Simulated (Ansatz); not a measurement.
Reaction (formal exchange of groups at the Sn–C bond): `CC1=C[CH]1[SnH3]` + `C#[C][GeH2][OH]` → `[OH][GeH2][SnH3]` + `C#CC1C=C1C`

Program: Ansatz. Geometries: PBE0-D4/def2-TZVP. ΔE: electronic, gas phase. CCSD(T)/CBS is the MP2 limit (def2-TZVPP, def2-QZVPP) plus CCSD(T) − MP2 in def2-TZVPP, frozen cores. Functionals use def2-TZVPP. Elements past krypton have def2 core potentials. For Ge, Sn outer-core shells are correlated without core-valence functions, which leaves a few kJ/mol of doubt a bond. Scalar relativity is left out up to krypton. Each species was taken in one conformer, which may not be the lowest.

| level | ΔE (eV) |
| --- | --- |
| ωB97X-V | -0.47 |
| HF/CBS(def2) | -0.45 |

What does CCSD(T)/CBS give? (Estimate.)

Ansatz gave: -0.39 eV. The listed levels differ from it by -0.08, -0.06 eV.

Largest T1 diagnostic among the species: 0.013.

In def2-TZVPP, CCSD(T) changes the Hartree–Fock value by +0.12 eV (the triples alone add +0.02 eV) and MP2 by +0.14 eV.
